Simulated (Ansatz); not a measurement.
The cluster H₂Au₃⁺. Charge 1, multiplicity 1. Geometry PBE-D4/def2-TZVP, basis def2-TZVP, Ansatz.

```csv
atom,x (Å),y (Å),z (Å)
Au1,-0.285,1.102,-0.690
Au2,0.504,-0.922,0.615
Au3,2.306,0.998,-0.271
H4,-0.741,-1.838,0.984
H5,-1.784,0.660,-0.637
```

| run | HOMO (eV) | LUMO (eV) |
| --- | --- | --- |
| A | -12.05 | -10.99 |
| B | -11.51 | -11.46 |
| C | -14.03 | -8.74 |
| D | -12.10 | -10.75 |
| E | -11.59 | -11.48 |

In the def2 sets Au takes a core potential; there is no spin–orbit coupling. LC-ωPBE has ω = 0.4 bohr⁻¹. B3LYP takes the VWN-RPA correlation. No other spin state of charge 1 was run. Another isomer (singlet) lies 2.56 eV lower at PBE0-D4/def2-TZVP; other spin states weren't run for this one.

Question: The runs used B3LYP, LC-ωPBE, PBE, PBE0, r2SCAN. Estimate which is which.

Answer: A B3LYP (20 % exact exchange); B PBE (0 % exact exchange); C LC-ωPBE (range-separated); D PBE0 (25 % exact exchange); E r2SCAN (0 % exact exchange). Exact exchange lowers occupied and raises empty levels; among semilocal functionals meta-GGAs tend to open the gap a little, and such runs are hard to tell apart. The gap grows from 0.05 eV (PBE) to 5.29 eV (LC-ωPBE). The restricted singlet is unstable towards broken spin symmetry in Hartree–Fock (as tested in another run); at B3LYP-D4/def2-TZVP, PBE-D4/def2-TZVP, LC-ωPBE/def2-TZVP, PBE0-D4/def2-TZVP and others this wasn't settled.
